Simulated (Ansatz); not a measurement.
Basis-set extrapolation for C$_{2}$H$_{4}$AlN (`N=[C]1[CH2][AlH]1`) (PBE0-D4/def2-TZVP geometry, frozen core, Ansatz 0.2.0). Multiplicity 1, RHF reference.

|  | def2-TZVPP | def2-QZVPP |
| --- | --- | --- |
| HF | -374.378631 | -374.391609 |
| MP2 correlation | -0.601937 | -0.642066 |
| CCSD(T) correlation | -0.658648 | not run |

Energies in hartree. Use E(X) = E(∞) + A·exp(−7.88·√X) for Hartree–Fock and E(X) = E(∞) + B·X^(−2.97) for correlation, with X = 3 and 4, and add CCSD(T) minus MP2 of the smaller set to the MP2 limit.

Q: What is the CCSD(T) energy at the basis-set limit?

A: HF limit: -374.391609 + (-0.012978) × 0.13774 = -374.39340. MP2 limit: -0.642066 + (-0.040129) × 0.74074 = -0.67179. Higher-order term: -0.658648 − (-0.601937) = -0.05671. Total: -375.12190 hartree, 53.1 kcal/mol below CCSD(T)/def2-TZVPP.
